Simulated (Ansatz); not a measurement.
Species: sum formula H$_{7}$Si$_{2}$NO$_{6}$, net charge 0, singlet state. 
Coordinates optimised at B3LYP-D3(BJ)/def2-TZVP (Ansatz, an electronic-structure program):
SMILES: O[Si](O)(N[Si](O)(O)O)O
```xyz
16

O      2.1665     1.7767    -1.0523
Si     1.1830     0.9264    -0.0649
O      0.0879     1.8884     0.7291
O      2.1942     0.2195     1.0079
N      0.1711    -0.1658    -0.9064
Si    -1.1317    -0.9693    -0.1303
O     -1.8610    -2.0646    -1.1007
O     -2.2621     0.1033     0.3706
O     -0.4443    -1.7684     1.1377
H      1.7562     2.4367    -1.6160
H      0.4084     2.3108     1.5310
H      1.8521    -0.5997     1.3835
H      0.5602    -0.6171    -1.7216
H     -2.6167    -1.7544    -1.6062
H     -1.8901     0.9605     0.6185
H     -1.0361    -2.2136     1.7505
```
Charge 0, spin multiplicity 1.

Dipole moments at this geometry, in debye (magnitudes).

```tsv
level	program	dipole (D)
SVWN5/def2-TZVPD	Ansatz	1.67
BLYP/def2-TZVPD	Ansatz	1.63
PBE0/def2-TZVPD	Ansatz	(withheld)
wB97M-V/def2-TZVPD	Ansatz	1.71
CCSD(T)/aug-cc-pV(D+d)Z	Ansatz	(withheld)
```

Q: Some entries are withheld; supply them.

A: 
- PBE0/def2-TZVPD, dipole (D): 1.69
- CCSD(T)/aug-cc-pV(D+d)Z, dipole (D): 1.68
